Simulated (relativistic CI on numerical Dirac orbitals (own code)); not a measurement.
**Mo5+: L2,3 absorption edge**

Computed with this model: Dirac-Coulomb-Breit CI, separate exchange-only KLI orbitals for each configuration, a model potential for QED, multiplet model of core-to-valence dipole absorption, unscaled Slater integrals; configurations [Kr] 4d → [He] 2s2 2p5 3s2 3p6 3d10 4s2 4p6 4d2; 10 K; Lorentzian 2.4 eV and Gaussian 0.5 eV FWHM. Energies are those of the free ion, without screening or charge transfer. The branching ratio is the share of the lower-energy edge in the whole absorption, uncertain by about 0.02 where the edges overlap. S is read from ⟨S²⟩ = S(S + 1).

Field parameters in Wybourne normalisation: Oh B⁴₀ = 21Dq, B⁴₄ = √(5/14) B⁴₀. The field is a parameter set, without covalency.

free ion: ground-state S = 0.50, centroid 2560.10 eV, branching ratio 0.732. Peaks (eV, height): 2532.5 (100), 2636.2 (31).

Oh, 10Dq = 8500 cm⁻¹: ground-state S = 0.50, centroid 2562.76 eV, branching ratio 0.707. Peaks (eV, height): 2532.8 (100), 2636.5 (35).

Oh, 10Dq = 19250 cm⁻¹: ground-state S = 0.50, centroid 2563.43 eV, branching ratio 0.701. Peaks (eV, height): 2533.2 (100), 2636.2 (37).

Oh, 10Dq = 29950 cm⁻¹: ground-state S = 0.50, centroid 2563.68 eV, branching ratio 0.699. Peaks (eV, height): 2530.5 (70), 2534.0 (100), 2634.0 (33), 2635.5 (32), 2637.5 (35), 2638.5 (35).

Oh, 10Dq = 40650 cm⁻¹: ground-state S = 0.50, centroid 2563.83 eV, branching ratio 0.698. Peaks (eV, height): 2529.8 (76), 2534.8 (100), 2633.5 (35), 2639.5 (36).

The statistical ratio of this edge is 2/3 = 0.667. Values above it arise where the holes sit mainly in the j = l + 1/2 valence subshell or the ground state has high spin; values below it where core-valence Coulomb terms move weight to the upper edge, as in nearly empty shells. At deep edges of heavy elements the radial integrals of the two core levels differ, which raises the baseline.

Strongest unbroadened transitions for Oh, 10Dq = 40650 cm⁻¹:

```csv
Energy (eV),Relative strength
2528.41,60.1
2528.74,69.4
2529.80,33.9
2529.95,39.3
2530.12,100.0
2530.18,33.6
2533.09,29.8
2533.16,60.1
2533.38,69.5
2534.66,37.7
2534.74,92.3
2535.06,47.9
2535.22,81.3
2535.34,75.3
2633.19,24.7
2633.45,65.4
2635.03,59.9
2639.96,48.4
```
